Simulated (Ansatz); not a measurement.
This geometry of C₃H₁₁GeN (16 atoms, charge 0, multiplicity 1) is a first-order saddle point.

Theory: RKS PBE0/def2-SVP in Ansatz.

```xyz
16
Properties=species:S:1:pos:R:3
C -0.088 1.180 -1.077
C 0.107 0.206 0.089
C 1.385 -0.609 -0.122
N 0.174 0.959 1.344
Ge -1.433 -1.052 0.137
H 0.770 1.873 -1.130
H -0.171 0.662 -2.047
H -0.990 1.792 -0.928
H 1.534 -1.350 0.680
H 2.261 0.066 -0.123
H 1.385 -1.142 -1.085
H -0.512 0.681 2.038
H 1.091 0.873 1.775
H -1.502 -1.901 -1.149
H -2.753 -0.267 0.290
H -1.282 -1.993 1.353
```

Q: Which two structures does it join? (They come from a converged band through this point; their orientation in space is the band's.)

A: No bond is made or broken. The dihedral Ge5–C2–N4–H12 goes from 70 to -60°.

First end point:

```xyz
16
Properties=species:S:1:pos:R:3
C 0.014 1.201 -0.995
C 0.094 0.146 0.104
C 1.328 -0.737 -0.093
N 0.069 0.830 1.393
Ge -1.565 -0.950 0.068
H 0.917 1.840 -0.972
H -0.040 0.749 -1.997
H -0.859 1.855 -0.854
H 1.404 -1.508 0.691
H 2.245 -0.122 -0.044
H 1.323 -1.251 -1.068
H 0.222 0.169 2.153
H 0.835 1.505 1.444
H -1.594 -1.878 -1.168
H -2.805 -0.039 0.043
H -1.609 -1.832 1.337
```

Last end point:

```xyz
16
Properties=species:S:1:pos:R:3
C 0.003 1.162 -1.072
C 0.167 0.173 0.077
C 1.442 -0.645 -0.101
N 0.278 0.929 1.321
Ge -1.413 -1.052 0.140
H 0.860 1.857 -1.085
H -0.049 0.649 -2.044
H -0.913 1.765 -0.962
H 1.581 -1.366 0.721
H 2.315 0.030 -0.104
H 1.432 -1.211 -1.045
H -0.557 1.489 1.488
H 0.383 0.308 2.122
H -1.624 -1.902 -1.134
H -2.683 -0.203 0.380
H -1.246 -2.007 1.345
```

Q: How far does it lie above each of them?

A: 0.168 eV above the first and 0.183 eV above the second. This is the barrier of this one path; another mechanism may lie lower.

The run took 3.5 min on 2 threads of Arm Neoverse V2, with other jobs on the host, peak memory 0.45 GiB.
